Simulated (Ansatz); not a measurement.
**One elementary step**

Start structure (CH7BrGe, singlet), relaxed at PBE0-D4/def2-TZVP:

```xyz
10
angstrom
Ge -0.6611 0.9546 0.2579
C 0.1830 -0.6234 1.0307
H -0.4219 0.9895 -1.2718
H -2.1818 0.9421 0.4838
H -0.0716 2.2476 0.8447
H 0.6491 -0.3379 -2.1853
Br 1.4666 -1.3871 -2.7028
H 1.2576 -0.6074 0.8472
H -0.2308 -1.5300 0.5884
H 0.0109 -0.6481 2.1073
```

The step: CH₆Ge ([CH3][GeH3]) + HBr → GeH₃Br ([GeH3][Br]) + CH₄; bonds formed: Ge1–Br7, C2–H6; bonds broken: Ge1–C2, H6–Br7. Ansatz 0.2.0; basis: def2-TZVPP and def2-QZVPP; cores frozen in the correlated methods. Filled d shells of the heavier atoms are correlated. The def2 sets are not built for correlating such inner shells, so the correlated values are less sure here. Extrapolation: Hartree–Fock as exp(−7.88 √X), correlation as X^−2.97. Energies below are by CCSD(T) at an estimated basis limit (MP2 extrapolated from triple and quadruple zeta, plus CCSD(T) − MP2 in triple zeta).

(1) What are the electronic barrier and the energy of the step, from the start structure to the end structure? (Judge from chemistry; the value comes from the calculation.)

T1 diagnostic: at most 0.010.

Answers

(1) The calculation gives: Barrier 1.759 eV; step energy -0.962 eV (downhill); reverse barrier, their difference, 2.721 eV. Barrier and step energy count from the start structure, the reverse barrier from the end structure.

The saddle point: One imaginary mode of 466i cm⁻¹.
```json
{"pair": "Ge1–Br7", "start (Å)": "4.33", "saddle (Å)": "2.94", "end (Å)": "2.31"}
{"pair": "C2–H6", "start (Å)": "3.26", "saddle (Å)": "1.23", "end (Å)": "1.09"}
{"pair": "Ge1–C2", "start (Å)": "1.95", "saddle (Å)": "2.25", "end (Å)": "4.30"}
{"pair": "H6–Br7", "start (Å)": "1.43", "saddle (Å)": "1.99", "end (Å)": "3.23"}
```

Zero-point energy (harmonic, PBE0-D4): ZPE is 1.814 eV at the start and 1.834 eV at the saddle, so the barrier goes from 1.759 to 1.780 eV.

Labels in which every atom is bracketed show which atoms are joined, not bond orders.

For scale, one of the runs: CCSD(T)/def2-TZVPP, 225 basis functions, launched by `ansatz run in.yaml --threads 8 --pin off --events-out ev --progress --plain --max-ram 19148MiB`. The run took 110 s on 8 CPU threads of an Arm Neoverse V1 (shared host), with 3.8 GiB of host memory at its peak.
